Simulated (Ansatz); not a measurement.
Reaction (silylene formation by 1,1-elimination): `O[SiH](F)[SiH2]S` → `O[Si]F` + `[SiH3]S`

Program: Ansatz. Geometries: PBE0-D4/def2-TZVP. ΔE: electronic, gas phase. CBS: MP2 limit from def2 TZ/QZ plus the TZ coupled-cluster correction, frozen cores. This one scheme is used for every species. Functionals use def2-TZVPP. B3LYP here is the variant with VWN-RPA as its local correlation; programs differ in this. One conformer a species, not always the lowest.

`O[SiH](F)[SiH2]S`:

```xyz
10

O     1.051   -1.636    0.687
Si   -0.467   -1.165    0.310
F    -0.859   -1.649   -1.168
Si   -0.468    1.177    0.235
S     1.327    1.649   -0.864
H     1.760   -1.090    0.336
H    -1.374   -1.858    1.251
H    -1.671    1.794   -0.383
H    -0.239    1.775    1.575
H     0.941    1.004   -1.980
```

`O[Si]F`:

Z-matrix (Å, degrees):
```
O
Si 1 1.637
H 1 0.963 2 120.3
F 2 1.620 1 101.6 3 0.0
```

`[SiH3]S`:

```xyz
6

Si    0.093   -0.506    0.116
S    -0.004    1.601    0.455
H    -1.245   -1.074   -0.190
H     0.604   -1.073    1.387
H     1.019   -0.839   -0.996
H    -0.468    1.890   -0.772
```

CCSD(T)/CBS gives +129.5 kJ/mol.

Another level gave +135.0 kJ/mol. Which?
A. CCSD/def2-TZVPP
B. r2SCAN/def2-TZVPP
C. PBE0/def2-TZVPP
D. B3LYP/def2-TZVPP

C. PBE0 135.0, B3LYP 104.6, r2SCAN 144.0, CCSD/def2-TZVPP 120.2 kJ/mol.

Largest T1 diagnostic among the species: 0.015.

In def2-TZVPP, CCSD(T) changes the Hartree–Fock value by +10.7 kJ/mol (the triples alone add +2.7 kJ/mol) and MP2 by +19.3 kJ/mol. From PBE to PBE0 (25 % exact exchange), in def2-TZVPP and without D4, ΔE moves by +12.1 kJ/mol.
